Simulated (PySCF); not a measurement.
## Dipole response of Te⁻ (tellurium, charge -1)

[Kr] 4d10 5s2 5p5, 2P determinant. Calculation: PySCF 2.14, in aug-cc-pVTZ-PP with one added diffuse shell each of d, f type with ECP28MDF (6s5p5d3f, 67 functions); a scalar-relativistic core potential. Coupled (time-dependent) response in atomic units; α is the mean over directions.

```tsv
method	mean α (bohr³)	α xx, yy, zz	C₆ (like pair)	S(−4)
UHF	85.65	71.55, 92.70, 92.70	1260	2344
PBE0	97.30	80.68, 105.6, 105.6	1464	3337
r2SCAN0	95.35	77.66, 104.2, 104.2	1468	2971
```

S(−4) is the Cauchy moment in α(ω) = α(0) + S(−4) ω² + …

Spin-orbit coupling is absent.

α(iu) at UHF:

| u (hartree) | α(iu) (bohr³) |
| --- | --- |
| 0 | 85.65 |
| 0.0500 | 80.30 |
| 0.100 | 68.61 |
| 0.200 | 46.62 |
| 0.300 | 32.57 |
| 0.500 | 18.05 |
| 0.750 | 10.27 |
| 1.00 | 6.638 |
| 1.50 | 3.489 |
| 2.00 | 2.188 |
| 3.00 | 1.118 |
| 5.00 | 0.4599 |

For an ion, C₆ is the dispersion term alone; charge-induced terms of lower order in 1/R come first.

The components differ because the open shell of this determinant is not spherical; for a pure term their mean is the scalar polarisability.

Energies and moments cover only the electrons outside the core potential.
